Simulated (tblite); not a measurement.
Isomers of C7H11O (doublet state). Level: GFN2-xTB in tblite, geometry and Hessian alike; calculated harmonic values, unscaled, isolated species. Against measured fundamentals such values can be off by several per cent, at times by over 20. One conformer each. Open shells enter through the occupations alone, without spin polarisation, and single modes of such species can be off by tens of per cent.

Electronic energies: GFN2-xTB at the same geometries; isomer energies are rough at this level and their order can be wrong.

| SMILES | electronic energy, lowest = 0 (kJ/mol) |
| --- | --- |
| C=C=C[C@H]([O])CCC | 189.4 |
| [CH2]C[C@]12C[C@](O)(C1)C2 | 160.3 |
| COC1=CC[C](C)C1 | 0.0 |
| CO[C@@H]1C[C]2CC[C@@H]21 | 103.7 |
| C[C@@H]([O])C1=CCCC1 | 48.1 |
| [CH2]C1=C[C@](C)(CO)C1 | 57.6 |
| [CH2]C[C@@H](C)/C=C\C=O | 136.8 |

How do GFN2-xTB zero-point energies change the relative energies?

```
                    SMILES  ZPE (kJ/mol)  of it from modes above 1550 cm⁻¹  electronic (kJ/mol)  with ZPE, lowest = 0 (kJ/mol)  lowest mode (cm⁻¹)  rings
           COC1=CC[C](C)C1         415.9                             203.4                  0.0                            0.0                  40      1
      C[C@@H]([O])C1=CCCC1         417.8                             205.2                 48.1                           50.1                 18i      1
    [CH2]C1=C[C@](C)(CO)C1         416.5                             211.9                 57.6                           58.3                  81      1
  CO[C@@H]1C[C]2CC[C@@H]21         424.8                             195.3                103.7                          112.7                  86      2
   [CH2]C[C@@H](C)/C=C\C=O         410.8                             218.4                136.8                          131.7                  30      0
[CH2]C[C@]12C[C@](O)(C1)C2         418.7                             202.1                160.3                          163.1                  67      3
        C=C=C[C@H]([O])CCC         409.3                             206.8                189.4                          182.8                  28      0
```

The zero-point energies span 15.5 kJ/mol, from `C=C=C[C@H]([O])CCC` to `CO[C@@H]1C[C]2CC[C@@H]21`. Slightly imaginary modes are left out of the zero-point energy: `C[C@@H]([O])C1=CCCC1` 17.9i cm⁻¹. The order is unchanged.

What do entropy and thermal enthalpy add at 298.15 K and 1 bar (rigid rotor, harmonic oscillator, one conformer each)?

| SMILES | point group | symmetry number | S (J/(mol K)) | H − H(0) (kJ/mol) | ZPE + H − H(0) − TS (kJ/mol) |
| --- | --- | --- | --- | --- | --- |
| COC1=CC[C](C)C1 | C1 | 1 | 401.9 | 26.86 | 322.9 |
| [CH2]C1=C[C@](C)(CO)C1 | C1 | 1 | 385.4 | 26.18 | 327.8 |
| CO[C@@H]1C[C]2CC[C@@H]21 | C1 | 1 | 366.3 | 22.89 | 338.5 |
| [CH2]C[C@@H](C)/C=C\C=O | C1 | 1 | 417.6 | 29.04 | 315.3 |
| [CH2]C[C@]12C[C@](O)(C1)C2 | Cs | 1 | 378.9 | 24.91 | 330.6 |
| C=C=C[C@H]([O])CCC | C1 | 1 | 402.5 | 27.15 | 316.5 |

S holds R ln(2S + 1) for the spin.

Not tabulated: `C[C@@H]([O])C1=CCCC1` (lowest mode only 18i cm⁻¹).
